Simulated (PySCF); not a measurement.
Molecule: SMILES C1=C(C(F)(F)F)N(C)N=C1, C₅H₅F₃N₂.

Cartesian coordinates in Å; atom numbers follow the order of the lines, from 1:
```xyz
15

C    -1.4591   -1.2542   -0.0292
N    -0.7897    0.0152   -0.0308
N    -1.4712    1.1424   -0.0748
C    -0.5901    2.1249   -0.0591
C     0.7146    1.6244   -0.0018
C     0.5456    0.2525    0.0148
C     1.5522   -0.8358    0.0655
F     1.4781   -1.6616   -0.9998
F     1.4056   -1.6314    1.1461
F     2.8009   -0.3643    0.1009
H    -1.1586   -1.8494   -0.8935
H    -2.5276   -1.0554   -0.0757
H    -1.2292   -1.8085    0.8827
H    -0.9135    3.1448   -0.0904
H     1.6375    2.1643    0.0232
```

Frames of a GFN2-xTB Langevin trajectory at 600 K; GIAO PBE0/pcSseg-1 shieldings in PySCF 2.14.0 with density-fitted response routines, gas phase, non-relativistic; equivalent atoms averaged within each frame.

Scale: ¹³C (186.93 ppm) and ¹H (31.72 ppm) vs TMS; ¹⁵N (267.73 ppm) vs NH3; CFCl3 for ¹⁹F (170.95 ppm) (reference shieldings calculated alike). The references are static minima.

Question: How do the shifts (ppm) fluctuate along the trajectory?

Answer: 
```csv
time (fs),C6,C4,C7,C5,C1,N3,N2,F8/F9/F10,H14,H15
250,149.8,144.6,132.1,113.0,40.1,392.9,249.3,-63.5,8.33,7.62
425,143.7,150.4,129.4,116.7,34.5,401.0,234.4,-69.9,8.93,6.23
625,140.4,153.2,139.1,130.1,41.3,383.5,238.0,-40.7,9.03,7.06
800,125.9,144.4,144.0,128.6,37.9,369.3,229.4,-38.3,6.87,8.68
1000,141.6,148.8,126.1,112.1,49.1,372.6,241.3,-63.1,8.85,7.11
mean of frames,140.3,148.3,134.2,120.1,40.6,383.8,238.5,-55.1,8.40,7.34
standard deviation,8.8,3.8,7.3,8.6,5.4,13.3,7.5,14.5,0.90,0.90
```

5 frames give an uncertainty of the mean of about the standard deviation over 2.2 at best, since frames this close in time may not be independent; classical motion lacks zero-point vibration, and the reference would need the same averaging.
